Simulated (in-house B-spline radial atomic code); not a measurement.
Values are calculated unless marked as measured or tabulated.
# Building a PAW d channel for Cr, r_c = 2.48 bohr

Cr, [Ar] 3d5 4s1, non-relativistic LDA (VWN5), spherical and spin-unpolarised, from an all-electron radial atomic-structure program (B-spline basis) (atomic units; all potentials screened as in the neutral atom).

Two all-electron partial waves φ1, φ2 are integrated outwards at E1 = ε(3d) = -0.118121 and E2 = E1 + 0.5 hartree; φ1 is the bound orbital and φ2 has unit norm inside r_c = 2.4801 bohr. Smooth partners are polynomials, r^3(a0 + a1 r² + a2 r⁴ + a3 r⁶), matched to φ and three derivatives at r_c, with no condition on the norm. The local potential is -3.26628 + (1.27753) r² + (-0.211839) r⁴ + (0.0129181) r⁶ inside 2.045 bohr and the all-electron one outside.

```json
{"wave": "1", "φ(r_c)": "0.3738442", "φ'(r_c)": "-0.1996801", "a0": "0.2632039", "a1": "-0.08614422", "a2": "0.01048342", "a3": "-0.0004531761"}
{"wave": "2", "φ(r_c)": "0.8792397", "φ'(r_c)": "1.062258", "a0": "-0.1399918", "a1": "0.08448146", "a2": "-0.0117955", "a3": "0.0005339711"}
```

Inside r_c the overlaps are <φi φj> = [[0.86510, -0.57269], [-0.57269, 1.00000]] and, for the smooth waves, [[0.23605, 0.14317], [0.14317, 0.20942]]. With χj = (Ej − T − V_local) applied to smooth wave j, the program's quadrature gives the matrix B_ij = <smooth i, χj> as [[-0.17654, 0.28419], [-0.07374, 0.09259]].

Problem. Check the match of the first wave, and find the augmentation charges q_ij.

Solution. At r_c the four terms are 4.01513, -8.08299, 6.05045, -1.60875, which sum to 0.3738, φ1(r_c) to rounding. q_ij is the all-electron overlap less the smooth one: [[0.62905, -0.71586], [-0.71586, 0.79058]]. The smooth first wave has a norm of 0.2360 inside r_c against 0.8651, and q11 > 0 puts back the missing charge.

Problem. B isn't symmetric. Show that D_ij = B_ij + Ej q_ij is.

Solution. Integrating by parts gives B12 − B21 = (E1 − E2) q12: 0.28419 − (-0.07374) = 0.35793, and −0.5 × (-0.71586) = 0.35793. So D12 = 0.28419 + (0.381879)(-0.71586) = 0.01082 and D21 = -0.07374 + (-0.118121)(-0.71586) = 0.01082; D11 = -0.25085, D22 = 0.39449. The projectors, p = (B⁻¹)ᵀ χ, are dual to the smooth waves; det B = 0.0046.

Solving (T + V_local + Σ p D p) ψ = E (1 + Σ p q p) ψ in a sphere of 9 bohr, whose wall lifts the free-atom level a little, gives these levels:

| all-electron | one projector | two projectors |
| --- | --- | --- |
| -0.118029 | -0.118029 | -0.118029 |
| 0.116333 | 0.124310 | 0.116360 |
| 0.391011 | 0.435928 | 0.391012 |
| 0.802579 | 0.930693 | 0.803870 |
| 1.345550 | 1.606670 | 1.358540 |

Problem. What does the second projector gain?

Solution. With one projector the errors are 0.00, +7.98, +44.92, +128.11, +261.12 millihartree. With two the errors are 0.00, +0.03, 0.00, +1.29, +12.99 millihartree. The scattering is exact at E1 and at E2 = 0.382, and over all levels compared the largest error is 13 millihartree. The lowest eigenvalue of the overlap operator is 1 with one and 0.9484 with two projectors. The smooth orbital alone needs a cutoff of 6.48 hartree for 1 millihartree of kinetic energy, against 21.3 for a norm-conserving Troullier-Martins orbital of the same radius; part of the gain comes from giving up the norm, part from the simpler form.
